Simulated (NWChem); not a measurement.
System: C2H2ClI; SMILES Cl/C=C\I

NWChem input:

```
start job
memory heap 200 mb stack 900 mb global 1100 mb
geometry units angstroms noautosym nocenter noautoz
  Cl     0.609185     2.421369     0.000000
  C     -0.968365     1.755236     0.000000
  C     -1.265427     0.455878     0.000000
  I      0.112311    -1.097626     0.000000
  H     -1.766927     2.502801     0.000000
  H     -2.309460     0.136124     0.000000
end
basis spherical
  * library def2-svp
end
ecp
  I library def2-ecp
end
dft
  xc xpbe96 cpbe96
  iterations 150
end
cosmo
  dielec 20.7
end
task dft energy
```

Excerpt of the output:

```
             Northwest Computational Chemistry Package (NWChem) 7.3.0
             --------------------------------------------------------

                             Geometry "geometry" -> ""
                             -------------------------

 Output coordinates in angstroms (scale by  1.889725989 to convert to a.u.)

  No.       Tag          Charge          X              Y              Z
 ---- ---------------- ---------- -------------- -------------- --------------
    1 Cl                  17.0000     0.60918500     2.42136900     0.00000000
    2 C                    6.0000    -0.96836500     1.75523600     0.00000000
    3 C                    6.0000    -1.26542700     0.45587800     0.00000000
    4 I                   53.0000     0.11231100    -1.09762600     0.00000000
    5 H                    1.0000    -1.76692700     2.50280100     0.00000000
    6 H                    1.0000    -2.30946000     0.13612400     0.00000000

 Effective nuclear repulsion energy (a.u.)     368.5283856380

 Summary of "ao basis" -> "ao basis" (spherical)
 ------------------------------------------------------------------------------
       Tag                 Description            Shells   Functions and Types
 ---------------- ------------------------------  ------  ---------------------
 Cl                         def2-svp                 8       18   4s3p1d
 C                          def2-svp                 6       14   3s2p1d
 I                          def2-svp                10       26   4s4p2d
 H                          def2-svp                 3        5   2s1p

 in cosmo_initialize ...

 solvent parameters
 solvname_short: unkn
 solvname_long:  unknown
 dielec:       20.7000

          ---------------
          -cosmo- solvent
          ---------------
 Cosmo: York-Karplus, doi: 10.1021/jp992097l
 dielectric constant -eps-     =  20.70
 screen = (eps-1)/(eps    )    =   0.95169
 surface charge correction     = lagrangian

   van der Waals surface
 --------------------------

 ---------- ATOMIC COORDINATES (A.U.) ------------ VDWR(ANG.) --
     1    1.15119273    4.57572393    0.00000000     2.050
     2   -1.82994451    3.31691509    0.00000000     2.000
     3   -2.39131029    0.86148450    0.00000000     2.000
     4    0.21223702   -2.07421238    0.00000000     2.320
     5   -3.33900787    4.72960809    0.00000000     1.300
     6   -4.36424658    0.25723706    0.00000000     1.300
 number of segments per atom =         32
 number of   points per atom =         32
 atom (   nspa,  nppa )
 ----------------------
    1 (     22,     0 )       0
    2 (     16,     0 )       0
    3 (     14,     0 )       0
    4 (     24,     0 )       0
    5 (     12,     0 )       0
    6 (     14,     0 )       0
 number of -cosmo- surface points =      102
 molecular surface =    125.589 angstrom**2
 molecular volume  =    111.469 angstrom**3
 G(cav/disp)       =      1.488 kcal/mol
 -lineq- algorithm             =   0
 -bem- low  level              =   2
 -bem- from -octahedral-
 gaussian surface charge width =   4.50000
 degree of switching           =   1.00000
 switching function tolerance  =   0.00010
 atomic radii =
 --------------
    1 17.000  2.050
    2  6.000  2.000
    3  6.000  2.000
    4 25.000  2.320
    5  1.000  1.300
    6  1.000  1.300
 ...... end of -cosmo- initialization ......

            General Information
            -------------------
          SCF calculation type: DFT
          Wavefunction type:  closed shell.
          No. of atoms     :     6
          No. of electrons :    56
           Alpha electrons :    28
            Beta electrons :    28
          Charge           :     0
          Spin multiplicity:     1
          Use of symmetry is: off; symmetry adaption is: off
          Maximum number of iterations: 150
          AO basis - number of functions:    82
                     number of shells:    36
          Convergence on energy requested:  1.00D-06
          Convergence on density requested:  1.00D-05
          Convergence on gradient requested:  5.00D-04

              XC Information
              --------------
          PerdewBurkeErnzerhof Exchange Functional  1.000
            Perdew 1991 LDA Correlation Functional  1.000 local
           PerdewBurkeErnz. Correlation Functional  1.000 non-local

             Grid Information
             ----------------
          Grid used for XC integration:  medium
          Radial quadrature: Mura-Knowles
          Angular quadrature: Lebedev.
          Tag              B.-S. Rad. Rad. Pts. Rad. Cut. Ang. Pts.
          ---              ---------- --------- --------- ---------
          Cl                  1.00       88          10.0       590
          C                   0.70       49          10.0       434
          I                   1.40      123          11.0       590
          H                   0.35       45          11.0       434
          Grid pruning is: on
          Number of quadrature shells:   399
          Spatial weights used:  Erf1

      Superposition of Atomic Density Guess
      -------------------------------------

 Sum of atomic energies:        -882.69881815

      Non-variational initial energy
      ------------------------------

 Total energy =    -833.712796
 1-e energy   =   -1685.835263
 2-e energy   =     635.526950
 HOMO         =      -0.260332
 LUMO         =       0.008279

   convergence    iter        energy       DeltaE   RMS-Dens  Diis-err
 ---------------- ----- ----------------- --------- --------- ---------
     COSMO gas phase
 d= 0,ls=0.0,diis     1   -834.7202157098 -1.05D+03  1.82D-02  5.14D-01
 d= 0,ls=0.0,diis     2   -834.6130072803  1.07D-01  1.53D-02  1.11D+00
 d= 0,ls=0.0,diis     3   -834.7631280592 -1.50D-01  4.24D-03  1.05D-01
 d= 0,ls=0.0,diis     4   -834.7784384104 -1.53D-02  1.09D-03  6.35D-03
 d= 0,ls=0.0,diis     5   -834.7787685827 -3.30D-04  5.93D-04  3.42D-03
  Resetting Diis
 d= 0,ls=0.0,diis     6   -834.7792245312 -4.56D-04  1.47D-04  1.54D-04
 d= 0,ls=0.0,diis     7   -834.7792464011 -2.19D-05  5.91D-05  2.57D-06
 d= 0,ls=0.0,diis     8   -834.7792457302  6.71D-07  3.81D-05  6.47D-06
 d= 0,ls=0.0,diis     9   -834.7792468004 -1.07D-06  7.37D-06  4.47D-07
 d= 0,ls=0.0,diis    10   -834.7792468583 -5.79D-08  1.63D-06  2.30D-08

   convergence    iter        energy       DeltaE   RMS-Dens  Diis-err
 ---------------- ----- ----------------- --------- --------- ---------
     COSMO solvation phase
 d= 0,ls=0.0,diis     1   -834.7827868208 -3.54D-03  1.86D-03  1.37D-03
 d= 0,ls=0.0,diis     2   -834.7831678214 -3.81D-04  4.68D-04  5.63D-04
 d= 0,ls=0.0,diis     3   -834.7832519314 -8.41D-05  1.38D-04  9.20D-05
 d= 0,ls=0.0,diis     4   -834.7832589077 -6.98D-06  6.01D-05  3.30D-05
 d= 0,ls=0.0,diis     5   -834.7832629234 -4.02D-06  2.16D-05  3.42D-06
 d= 0,ls=0.0,diis     6   -834.7832632729 -3.50D-07  9.68D-06  8.97D-07

         Total DFT energy =     -834.783263272936
      One electron energy =    -1688.234321126674
           Coulomb energy =      698.323532894671
    Exchange-Corr. energy =      -61.715480994948
 Nuclear repulsion energy =      216.595517512319

             COSMO energy =        0.247488441695

 Numeric. integr. density =       56.000004534936

                                   COSMO solvation results
                                   -----------------------

                 gas phase energy =      -834.779246858285
                 sol phase energy =      -834.783263272936
 (electrostatic) solvation energy =         0.004016414652 (    2.52 kcal/mol)

                       DFT Final Molecular Orbital Analysis
                       ------------------------------------

 Vector   26  Occ=2.000000D+00  E=-2.736019D-01
              MO Center= -1.0D-01,  3.9D-01, -3.2D-09, r^2= 4.1D+00
   Bfn.  Coefficient  Atom+Function         Bfn.  Coefficient  Atom+Function
  ----- ------------  ---------------      ----- ------------  ---------------
    59     -0.410168  4 I  pz                13      0.372933  1 Cl pz
    62     -0.331255  4 I  pz                10      0.278336  1 Cl pz
    38     -0.276882  3 C  pz                41     -0.203966  3 C  pz
    56      0.166334  4 I  pz                 7      0.160636  1 Cl pz
    53      0.134983  4 I  pz                24     -0.083995  2 C  pz

 Vector   27  Occ=2.000000D+00  E=-2.375782D-01
              MO Center=  7.4D-02, -9.0D-01,  1.0D-10, r^2= 2.6D+00
   Bfn.  Coefficient  Atom+Function         Bfn.  Coefficient  Atom+Function
  ----- ------------  ---------------      ----- ------------  ---------------
    57      0.471077  4 I  px                60      0.417627  4 I  px
    58      0.380882  4 I  py                61      0.333220  4 I  py
    54     -0.190487  4 I  px                21     -0.166251  2 C  s
    51     -0.154041  4 I  px                55     -0.154069  4 I  py
    35      0.131583  3 C  s                 52     -0.124581  4 I  py

 Vector   28  Occ=2.000000D+00  E=-2.182479D-01
              MO Center= -2.3D-01,  2.6D-01, -3.9D-09, r^2= 4.2D+00
   Bfn.  Coefficient  Atom+Function         Bfn.  Coefficient  Atom+Function
  ----- ------------  ---------------      ----- ------------  ---------------
    59      0.435637  4 I  pz                62      0.421886  4 I  pz
    13      0.303003  1 Cl pz                24     -0.301732  2 C  pz
    38     -0.265180  3 C  pz                10      0.201113  1 Cl pz
    27     -0.199046  2 C  pz                41     -0.181325  3 C  pz
    56     -0.176593  4 I  pz                53     -0.142499  4 I  pz

 Vector   29  Occ=0.000000D+00  E=-5.946159D-02
              MO Center= -2.0D-01, -4.2D-01, -1.4D-09, r^2= 3.9D+00
   Bfn.  Coefficient  Atom+Function         Bfn.  Coefficient  Atom+Function
  ----- ------------  ---------------      ----- ------------  ---------------
    35      0.809346  3 C  s                 61     -0.653124  4 I  py
    60      0.570804  4 I  px                50     -0.445552  4 I  s
    40     -0.374640  3 C  py                39      0.321378  3 C  px
    37     -0.305601  3 C  py                58     -0.294702  4 I  py
    11      0.260907  1 Cl px                36      0.257111  3 C  px

 Vector   30  Occ=0.000000D+00  E=-4.994602D-02
              MO Center= -9.1D-01,  1.1D+00,  1.5D-09, r^2= 2.7D+00
   Bfn.  Coefficient  Atom+Function         Bfn.  Coefficient  Atom+Function
  ----- ------------  ---------------      ----- ------------  ---------------
    27      0.593991  2 C  pz                41     -0.596146  3 C  pz
    24      0.465977  2 C  pz                38     -0.435784  3 C  pz
    13     -0.263496  1 Cl pz                62      0.201913  4 I  pz
    59      0.133288  4 I  pz                10     -0.132109  1 Cl pz
     7     -0.075808  1 Cl pz                71     -0.068213  4 I  d  1

 Vector   31  Occ=0.000000D+00  E= 3.050743D-02
              MO Center= -4.3D-01,  1.7D+00,  1.3D-09, r^2= 3.8D+00
   Bfn.  Coefficient  Atom+Function         Bfn.  Coefficient  Atom+Function
  ----- ------------  ---------------      ----- ------------  ---------------
    21      1.136728  2 C  s                 35     -0.864994  3 C  s
    11      0.748328  1 Cl px                79      0.629065  6 H  s
     4     -0.610167  1 Cl s                 25      0.478826  2 C  px
    20      0.417593  2 C  s                 74     -0.414028  5 H  s
    22      0.394345  2 C  px                12      0.349166  1 Cl py

     Multipole analysis of the density
     ---------------------------------

     L   x y z        total         alpha         beta         nuclear
     -   - - -        -----         -----         ----         -------
     0   0 0 0     -0.000000    -28.000000    -28.000000     56.000000

     1   1 0 0     -0.673412      3.740585      3.740585     -8.154581
     1   0 1 0      0.173684    -27.907778    -27.907778     55.989240
     1   0 0 1      0.000000      0.000000      0.000000      0.000000

     2   2 0 0    -33.865125    -71.059195    -71.059195    108.253266
     2   1 1 0     -2.931080     -7.889858     -7.889858     12.848637
     2   1 0 1      0.000000      0.000000      0.000000      0.000000
     2   0 2 0    -36.044632   -296.218324   -296.218324    556.392017
     2   0 1 1     -0.000000     -0.000000     -0.000000      0.000000
     2   0 0 2    -39.217446    -19.608723    -19.608723      0.000000
```

Level: PBE/def2-SVP with def2 effective core potentials on I, COSMO on the gas-phase geometry. The geometry was optimised at PBE0/def2-SVP. def2 effective core potentials on I; no spin-orbit coupling. COSMO prints the solvation energy as gas minus solution, so a positive value is a stabilisation.
